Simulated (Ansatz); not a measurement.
Compare A (`C1=[N][GeH2][CH2]1`) with its isomer B (`NC#[C][GeH3]`).

Program: Ansatz. Geometries: PBE0-D4/def2-TZVP. ΔE: electronic, gas phase. CCSD(T)/CBS is the MP2 limit (def2-TZVPP, def2-QZVPP) plus CCSD(T) − MP2 in def2-TZVPP, frozen cores. DFT in def2-TZVPP. For Ge outer-core shells are correlated without core-valence functions, which leaves a few kJ/mol of doubt a bond. Scalar relativity is left out up to krypton. Each species was taken in one conformer, which may not be the lowest.

**Question.** Which isomer does CCSD(T)/CBS put lower? Give the gap. (An estimate is asked.)

**Answer.** The calculation gave: A, by 69.3 kJ/mol.

**Question.** Give E(B) − E(A) in kJ/mol with PBE0-D4, LDA (SPW92), r2SCAN-D4, CCSD(T)/def2-TZVPP, PBE-D4, HF/def2-TZVPP, MP2/def2-TZVPP. (Best estimate.)

**Answer.** Ansatz gave: PBE0-D4 72.2, LDA (SPW92) 72.4, r2SCAN-D4 66.2, CCSD(T)/def2-TZVPP 69.1, PBE-D4 71.7, HF/def2-TZVPP 41.6, MP2/def2-TZVPP 65.0. None reverses the order clearly.

**Question.** Does the order hold for the free energy at 298.15 K (harmonic terms from PBE0-D4)? (Best estimate.)

**Answer.** Computed: Yes: G(B) − G(A) = +51.5 kJ/mol, for one conformer each. Modes under 60 cm⁻¹, often nearly free rotors, make the harmonic entropy too high.

Largest T1 diagnostic: 0.013.

From BLYP to BHLYP (50 % exact exchange), in def2-TZVPP and without D4, E(B) − E(A) moves by +3.9 kJ/mol. At CCSD(T), def2-SVP lies −8.4 kJ/mol from the extrapolated value and def2-TZVPP −0.2 kJ/mol.
